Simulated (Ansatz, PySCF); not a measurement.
This PySCF input computes a SVWN5/def2-TZVPD energy:

```python
from pyscf import gto, scf, dft

mol = gto.M(
    atom='''
    Al   -0.00000000   -0.00000000   -0.61996352
    O     0.00000000    0.00000000    1.00744073
    ''',
    basis='def2-tzvpd',
    charge=0,
    spin=1,
    symmetry='C2v',
    verbose=4,
)

mf = dft.UKS(mol, xc='svwn').density_fit(auxbasis='def2-universal-jkfit')
mf.grids.level = 3
mf.conv_tol = 1e-9
mf.max_cycle = 100
mf.max_memory = 1500
mf.kernel()
if not mf.converged:
    mf = mf.newton()
    mf.kernel(mf.make_rdm1())
mf.analyze()
```

Question: Write an input for the same energy in Ansatz (a quantum-chemistry and plane-wave program) and say what it gives.

Answer: 
Ansatz 0.2 input:
```yaml
crystal:
  periodic: [false, false, false]
  atoms:
    - {symbol: Al, position_ang: [-0.00000000, -0.00000000, -0.61996352]}
    - {symbol: O, position_ang: [0.00000000, 0.00000000, 1.00744073]}
basis:
  gaussian:
    orbitals: def2-TZVPD
hamiltonian:
  xc: {name: SVWN5}
magnetization: {spin_polarized: true, initial_magnetization: 1}
output: {forces: true}
```
It gives -316.08161 Eh, and PySCF -316.08163 Eh, a difference of 0.02 mEh, from the treatment of integrals and grids.
